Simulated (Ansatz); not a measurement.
# Molecular dynamics of BFH4N2

Input file:

```yaml
crystal:
  periodic: [false, false, false]
  atoms:
    - { symbol: B, position_ang: [0.09236, 0.111549, 0.06232] }
    - { symbol: "N", position_ang: [0.021359, -0.19827, 1.450531] }
    - { symbol: H, position_ang: [-0.843386, -0.07461, 1.96759] }
    - { symbol: H, position_ang: [0.830608, -0.370248, 2.037842] }
    - { symbol: "N", position_ang: [1.295982, 0.090443, -0.698628] }
    - { symbol: H, position_ang: [2.189427, -0.232593, -0.342627] }
    - { symbol: H, position_ang: [1.278263, 0.225465, -1.704529] }
    - { symbol: F, position_ang: [-1.062813, 0.448264, -0.577498] }
basis:
  gaussian: { orbitals: "6-31G*" }
hamiltonian:
  xc: pbe
  dispersion: d4
md:
  timestep: 0.5
  n_steps: 166
  ensemble: nve
  temperature: 1500.0
  initial_velocities: maxwell_boltzmann
  seed: 179539
```

Run as:

```bash
$ ansatz run input.yaml --threads 1 --pin off --max-ram 2048MiB --backend cpu --events-out ev --progress --plain --runs-dir out
```

It starts from a relaxed structure.

Output, in part (step lines, the closing report, with atoms numbered from 0):

```
md step     0: t =     0.00 fs  T =  1500.0 K  F+E_penalty+E_count = -6434.58274302 eV  E_kin = 1.163340 eV  conserved = -6433.41940303 eV  (27 SCF iters)
[... lines left out ...]
Total energy: -6434.13848872 eV, -236.4502282447 hartree
Atom 0 at     0.065466     0.146817     0.077079 Å, force     0.001611    -0.480197     0.289892 eV/Å
Atom 1 at     0.107802    -0.193677     1.474882 Å, force    -4.682378    -0.122782    -0.289611 eV/Å
Atom 2 at    -0.861362    -0.536842     1.916245 Å, force     3.183457     1.070927    -0.747732 eV/Å
Atom 3 at     0.969982    -0.325502     1.947907 Å, force     0.587375    -0.504300     0.808266 eV/Å
Atom 4 at     1.264604     0.073170    -0.665998 Å, force    -0.330158     0.409247    -0.739941 eV/Å
Atom 5 at     2.196505    -0.110017    -0.346601 Å, force     0.395309    -0.235191     0.336436 eV/Å
Atom 6 at     1.178498     0.099499    -1.668443 Å, force     0.183300     0.249983    -0.503297 eV/Å
Atom 7 at    -1.089633     0.459875    -0.622114 Å, force     0.661484    -0.387687     0.845986 eV/Å
Dipole moment:     0.383808    -0.230499     0.163678 e Å
```

The steps, from the saved trajectory:

```csv
time (fs),T (K),potential energy less start (eV),conserved less start (meV/atom)
0,1500,0.000,0.00
2.5,1010,0.389,1.22
5,1049,0.356,0.83
7.5,694,0.635,1.22
10,932,0.441,0.10
12.5,594,0.708,0.68
15,534,0.757,1.01
17.5,446,0.826,1.11
20,677,0.639,0.15
22.5,533,0.752,0.36
25,339,0.910,1.18
27.5,522,0.766,0.99
30,769,0.571,0.54
32.5,1095,0.314,0.08
35,867,0.500,1.18
37.5,1111,0.309,0.88
40,1047,0.359,1.00
42.5,1182,0.249,0.20
45,698,0.631,1.14
47.5,915,0.459,0.76
50,795,0.558,1.33
52.5,914,0.459,0.65
55,543,0.751,1.04
57.5,705,0.622,0.61
60,448,0.827,1.38
62.5,575,0.723,0.78
65,320,0.924,1.10
67.5,689,0.633,0.54
70,782,0.564,0.91
72.5,893,0.478,0.90
75,716,0.617,1.11
77.5,915,0.458,0.53
80,1006,0.388,0.52
82.5,969,0.418,0.84
```

All steps were run. The conserved energy stayed within 1.8 meV per atom of its start (net change 0.82 meV per atom), so the integration is sound. Over the second half the temperature averaged 0.51 of the 1500 K drawn at the start: a run that starts near a minimum puts about half its kinetic energy into the potential. A run of 0.083 ps of so small a system gives no equilibrium averages.

The same pairs are bonded in the first frame and the last. Pairs count as bonded within 1.25 times the sum of covalent radii (0.12 Å more for H–H).

Last frame:

```xyz
8
Properties=species:S:1:pos:R:3
B 0.066 0.147 0.077
N 0.108 -0.194 1.475
H -0.861 -0.537 1.916
H 0.970 -0.326 1.948
N 1.265 0.073 -0.666
H 2.196 -0.110 -0.347
H 1.179 0.100 -1.668
F -1.090 0.460 -0.622
```

Time of the run: 4 min on 1 thread of Arm Neoverse V2, with other jobs on the host, peak memory 0.11 GiB.
